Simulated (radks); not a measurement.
Lu47+, 24 electrons, occupied as [Ar] 3d6. Method: non-relativistic Kohn-Sham, LDA (Slater exchange, Perdew-Wang correlation), spin-unpolarised, spherical densities, point nucleus; relativity is left out, which matters for an element this heavy; computed with a radial shooting solver on a logarithmic mesh with Libxc functionals.

Unscreened Slater integrals over Kohn-Sham orbitals (hartree). Empty in this configuration: 4s.

integral     value
F0(3d,3d)   4.9685
F2(3d,3d)   2.5688
F4(3d,3d)   1.6616
F0(3d,3p)   4.5417
F2(3d,3p)   2.1729
G1(3d,3p)   2.2642
G3(3d,3p)   1.5283
F0(3d,3s)   4.3942
G2(3d,3s)   1.6097
F0(3d,2p)   6.2809
F2(3d,2p)   1.9512
G1(3d,2p)   1.8426
G3(3d,2p)   1.0657
F0(3d,4s)   2.6978
G2(3d,4s)  0.24686
F0(3p,3p)   4.2908
F2(3p,3p)   2.1655
F0(3p,3s)   4.1682
G1(3p,3s)   2.6678
F0(3p,2p)   5.6719
F2(3p,2p)   1.4344
G0(3p,2p)  0.55768
G2(3p,2p)  0.61879
F0(3p,4s)   2.6327
G1(3p,4s)  0.27701
F0(3s,3s)   4.0689
F0(3s,2p)   5.3426
G1(3s,2p)  0.53921
F0(3s,4s)   2.6041
G0(3s,4s)  0.20821
F0(2p,2p)   11.959
F2(2p,2p)   5.7309
F0(2p,4s)   3.0100
G1(2p,4s)  0.16691
F0(4s,4s)   2.1362

Derived for the open shells (J is the average intra-shell exchange parameter used in DFT+U). 3d: Racah B = F2/49 - 5 F4/441 = 0.03358 hartree, C = 35 F4/441 = 0.1319 hartree, C/B = 3.93, F4/F2 = 0.647, J = (F2 + F4)/14 = 0.3022 hartree.
